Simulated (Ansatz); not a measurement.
Abridged output of a molecular run in Ansatz:

```
Functional definition: HF
1355 factors; integrals over basis functions are off by at most 7.6e-4 eV
mean field evaluation 1: about -68487.4005 eV, gradient 3.5e1 eV
mean field evaluation 2: about -68487.4053 eV, gradient 3.5e1 eV
mean field evaluation 4: about -68492.2361 eV, gradient 2.8e0 eV
mean field evaluation 8: about -68492.3455 eV, gradient 2.0e-1 eV
mean field -68492.34669990 eV, -2517.0473154415 hartree, gradient 7.1e-6 eV, S^2 0.758434; 0 other end points of the search recorded, 0 dependent functions left out
16 core orbitals not correlated: weight in the atoms' cores, before any rotation towards them, 1.000 or more for the frozen orbitals, at most 0.000 for the correlated occupied ones
reference -68492.34669990 eV, -2517.0473154415 hartree; 18, 17 occupied and 188, 189 virtual orbitals, 1355 factors
second order -22.89119807 eV of doubles, -0.00000000 eV of singles
cycle   1  -22.82977914 eV  change    6.1e-2 eV  update   1.1e-1
cycle   2  -23.47747653 eV  change   -6.5e-1 eV  update   3.5e-2
cycle   3  -23.61456418 eV  change   -1.4e-1 eV  update   1.9e-2
cycle   4  -23.60044241 eV  change    1.4e-2 eV  update   5.8e-3
cycle   5  -23.60003423 eV  change    4.1e-4 eV  update   3.1e-3
cycle   6  -23.60093618 eV  change   -9.0e-4 eV  update   1.2e-3
cycle   7  -23.60072209 eV  change    2.1e-4 eV  update   5.3e-4
cycle   8  -23.60090729 eV  change   -1.9e-4 eV  update   2.1e-4
cycle   9  -23.60097527 eV  change   -6.8e-5 eV  update   9.4e-5
cycle  10  -23.60093054 eV  change    4.5e-5 eV  update   4.4e-5
cycle  11  -23.60094868 eV  change   -1.8e-5 eV  update   2.3e-5
perturbative correction -0.84623132 eV, -0.0310984274 hartree
Total energy: -68516.79387990 eV, -2517.9457327354 hartree
Checks for a lower state left out: cluster_reference
```

Its atoms:

Cartesian coordinates in Å:
```
O -0.8285 0.1910 -2.2686
Si -1.0611 0.6012 -0.6789
Ge 0.5941 -0.5780 0.5704
O 0.0716 -0.3223 2.2649
H -1.1892 0.7800 -2.9338
H -0.9519 2.0881 -0.5183
H 2.0425 -0.0507 0.4170
H 0.5946 -2.0889 0.2490
H 0.7279 -0.6203 2.8982
```

Which basis set was used?
A. def2-TZVPP
B. cc-pV(D+d)Z
C. cc-pV(Q+d)Z
D. def2-SVP

A. It gives 222 functions.

Write the keys of the input that set method, charge and spin (a neutral closed shell needs none for the last two).


```yaml
magnetization: {spin_polarized: true, initial_magnetization: 1}
correlation: {method: ccsd_t}
scf: {omitted_lower_state_checks: [cluster_reference]}
```
